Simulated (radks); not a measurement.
Effect of the nuclear size on the selenium ion Se3+, [Ar] 3d10 4s2 4p1. Calculated with a radial shooting solver on a logarithmic mesh with Libxc functionals: Dirac Kohn-Sham, BLYP, spin-unpolarised, spherical densities, finite nucleus; open shells fill j = l - 1/2 first; Fermi nuclear charge, rms radius 4.14 fm. The rms radius is varied about that value; shifts are against it.

rms radius (fm)  total energy shift (eV)  density at nucleus (e/bohr^3)  1s1/2 shift (meV)  2s1/2 shift (meV)  3s1/2 shift (meV)  3p1/2 shift (meV)  4s1/2 shift (meV)
3.4486                            -0.143                      4.031e+04              -60.7              -6.03             -0.920              0.102             -0.100
3.7798                           -0.0776                      4.004e+04              -32.9              -3.27             -0.499              0.055             -0.054
4.14                                   0                      3.978e+04              0.000              0.000              0.000              0.000              0.000
4.5043                            0.0852                      3.955e+04               36.1               3.59              0.547             -0.060              0.060
4.9639                             0.202                      3.927e+04               85.7               8.52               1.30             -0.143              0.141

Slopes of the eigenvalues against <r^2> in GHz/fm^2, as finite differences over the two radii next to the reference (eigenvalue slopes, not the field-shift constants of lines): 1s1/2 2780, 2s1/2 276, 3s1/2 42.1, 3p1/2 -4.65, 4s1/2 4.59.
